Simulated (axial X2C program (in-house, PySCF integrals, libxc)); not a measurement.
## Curves of FFeF⁺ from open-shell CI on d5 s0 p(π)0

Calculated with an in-house all-electron X2C program for linear molecules (integrals from PySCF): two-component X2C with atomic mean-field Coulomb and Gaunt terms, basis F dyall-v3z, Fe dyall-v3z (cores contracted in-house). Orbitals come from Hartree–Fock averaged over the configuration Fe d5 s0 p(π)0; CI then distributes these electrons over the d, s, p(π) shells of Fe.

Scan along the symmetric stretch (R is each bond); masses F 18.998 u, Fe 55.935 u, F 18.998 u. Energies in cm⁻¹ from the lowest point; levels are followed by energy order within each Ω. Lowest level at 1.685 Å: 100% d5.

```tsv
R (Å)	(1)Ω=1/2	(1)Ω=3/2	(1)Ω=5/2
1.567	7178	7179	7180
1.626	1924	1925	1926
1.685	0	0	1
1.752	785	785	786
1.820	3895	3896	3897
1.896	9255	9256	9256
1.988	17418	17419	17420
```

Fit the curves (1)Ω=1/2, (1)Ω=3/2, (1)Ω=5/2 near their minima.

From the open-shell CI curves, Te from the lowest:

```tsv
level	Te (cm⁻¹)	Re (Å)	ωe (cm⁻¹)
(1)Ω=1/2	0	1.699	765.0
(1)Ω=3/2	0	1.699	765.0
(1)Ω=5/2	1	1.699	765.0
```

Without dynamic correlation distances can be off by several hundredths of an Å (long for ionic bonds, short for multiple bonds) and the wavenumbers are rough.

Dynamic correlation is missing, so gaps between terms are too wide and other configurations may lie lower; the lowest level listed is that of this model, not necessarily the ground state. For d shells the ligand-field splittings (σ, π, δ) and their order can be off by a thousand cm⁻¹ or more. At most 4 roots were kept for each Ω > 0 (twice that for Ω = 0) within 3.2 eV of the lowest, so higher up levels can be missing between those listed; levels with Ω > 0 are doubly degenerate and listed once, Ω = 0 levels singly. Some active spinors are only partly of the character that their shell is named for, so the shell names and counts are nominal. States that fill the shells left empty in the average are placed too high. The molecule was held linear; bending was not examined.
